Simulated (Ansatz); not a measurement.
Geometry optimisation, Ansatz 0.2.0, RKS PBE0-D4/def2-SVP.

input.yaml

```yaml
crystal:
  periodic: [false, false, false]
  atoms:
    - { symbol: "N", position_ang: [0.8484, -1.7584, -0.2112] }
    - { symbol: Si, position_ang: [-0.2319, -0.3818, -0.5266] }
    - { symbol: Cl, position_ang: [0.279, 0.3057, -2.3948] }
    - { symbol: Br, position_ang: [-2.1844, -1.235, -0.6722] }
    - { symbol: Si, position_ang: [-0.1503, 1.3185, 1.0296] }
    - { symbol: Cl, position_ang: [-1.3832, 2.9011, 0.5336] }
    - { symbol: H, position_ang: [0.4961, -2.4911, -0.7858] }
    - { symbol: H, position_ang: [1.7653, -1.4797, -0.5923] }
    - { symbol: H, position_ang: [-0.5812, 0.8795, 2.4376] }
    - { symbol: H, position_ang: [1.2253, 1.8901, 1.185] }
basis:
  gaussian: { orbitals: def2-SVP }
hamiltonian:
  xc: pbe0
  dispersion: d4
relax:
  f_tol: 0.015
  max_steps: 40
```

Launched with:

```bash
$ ansatz run input.yaml --threads 2 --pin off --max-ram 3072MiB --backend cpu --events-out ev --progress --plain --runs-dir out
```

Question: Where does it end, and by what steps?

Answer: The forces met the threshold. After 10 steps the energy has fallen by 0.355 eV; H8 moved furthest, 0.36 Å.

```
step  energy less start (eV)  largest force component (eV/Å)  accepted
   0                  0.0000                           2.234       yes
   1                 -0.2321                           0.980       yes
   2                 -0.2743                           0.774       yes
   3                 -0.3050                           0.609       yes
   4                 -0.3269                           0.800       yes
   5                 -0.3425                           0.297       yes
   6                 -0.3533                           0.145       yes
   7                 -0.3548                           0.029       yes
   8                 -0.3551                           0.025       yes
   9                 -0.3552                           0.015       yes
  10                 -0.3553                           0.006       yes
```

```xyz
10
Properties=species:S:1:pos:R:3
N 0.814 -1.664 -0.295
Si -0.246 -0.361 -0.626
Cl 0.089 0.570 -2.455
Br -2.297 -1.213 -0.659
Si -0.102 1.291 1.017
Cl -1.351 2.846 0.465
H 0.611 -2.584 -0.671
H 1.814 -1.498 -0.240
H -0.543 0.754 2.336
H 1.295 1.807 1.131
```

Whether the end is a true minimum wasn't checked by a vibrational analysis.

Run time: 62 s on 2 threads of Arm Neoverse V2 (shared host), peak memory 0.41 GiB.
